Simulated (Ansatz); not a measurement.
Basis-set extrapolation for C$_{2}$H$_{6}$AlNS (PBE0-D4/def2-TZVP geometry, frozen core, the Gaussian-basis code of Ansatz). Multiplicity 1, RHF reference.

```json
{"": "HF", "def2-TZVPP": "-773.164350", "def2-QZVPP": "-773.188867"}
{"": "MP2 correlation", "def2-TZVPP": "-0.791783", "def2-QZVPP": "-0.849165"}
{"": "CCSD(T) correlation", "def2-TZVPP": "-0.879296", "def2-QZVPP": "not run"}
```

Energies in hartree. Use E(X) = E(∞) + A·exp(−7.88·√X) for Hartree–Fock and E(X) = E(∞) + B·X^(−2.97) for correlation, with X = 3 and 4, and add CCSD(T) minus MP2 of the smaller set to the MP2 limit.

**Question.** What is the CCSD(T) energy at the basis-set limit?

**Answer.** HF limit: -773.188867 + (-0.024517) × 0.13774 = -773.19224. MP2 limit: -0.849165 + (-0.057382) × 0.74074 = -0.89167. Higher-order term: -0.879296 − (-0.791783) = -0.08751. Total: -774.17142 hartree, 335.5 kJ/mol below CCSD(T)/def2-TZVPP.
